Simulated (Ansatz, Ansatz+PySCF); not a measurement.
```xyz
2

H     0.0000    0.0000   -1.4932
Br    0.0000    0.0000    0.0427
```

Basis set: def2-SVP (spherical functions). Correlated methods keep 9 orbitals frozen. Charge 0, multiplicity 1.

Computed with Ansatz (development build ahead of 0.2.0); each method stands on the lowest determinant of its kind that the runs found. Restricted open shells among the atoms or ions are ROHF, correlated in semicanonical orbitals with singles.

The atomization energy at this shape (free ground-state atoms in the same class of orbitals less the molecule, no zero-point energy) of singlet HBr:

| method | atomization energy |
| --- | --- |
| RHF-CCSD(T) | 351.9 kJ/mol |
| RHF | 262.4 kJ/mol |
| UHF | 252.9 kJ/mol |

**Question.** What does RHF-MP2 give?

**Answer.** 343.2 kJ/mol. Caution: the shape is not the minimum.
